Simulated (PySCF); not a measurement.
# Potential energy of SbS along the bond

Set-up: Sb x2c-SVPall, S x2c-SVPall; spin-free X2C with a Gaussian nucleus (PySCF 2.14). Energies in eV from Sb + S in their ground configurations at the same level. State: ²Π (doublet), unpaired electrons π ↑.

All columns are PBE0. A positive dipole means Sb(−)S(+).

```
R (Å)  E (eV)  μ (D)  Mulliken charge on Sb (basis-dependent)  HOMO (eV)  LUMO (eV)  Mayer bond order  ⟨S²⟩
2.007  -2.574  -1.66                                     0.22      -4.93      -3.15              2.26  0.75
2.096  -3.106  -1.97                                     0.24      -5.13      -3.35              2.26  0.75
2.163  -3.290  -2.19                                     0.24      -5.26      -3.50              2.26  0.76
2.230  -3.337  -2.40                                     0.25      -5.39      -3.64              2.25  0.76
2.297  -3.281  -2.59                                     0.25      -5.51      -3.77              2.24  0.77
2.386  -3.097  -2.76                                     0.25      -5.66      -3.90              2.16  0.84
2.498  -2.789  -2.75                                     0.23      -5.81      -3.90              1.88  1.11
2.631  -2.399  -2.71                                     0.22      -5.95      -3.80              1.56  1.37
```

⟨S²⟩ of the unrestricted solution departs from its pure value on part of the curve, where spin states mix. These are scalar-relativistic numbers at best; spin–orbit coupling would shift them, the dissociation energy most. The state was picked by a PBE0 search and need not be the measured ground state.
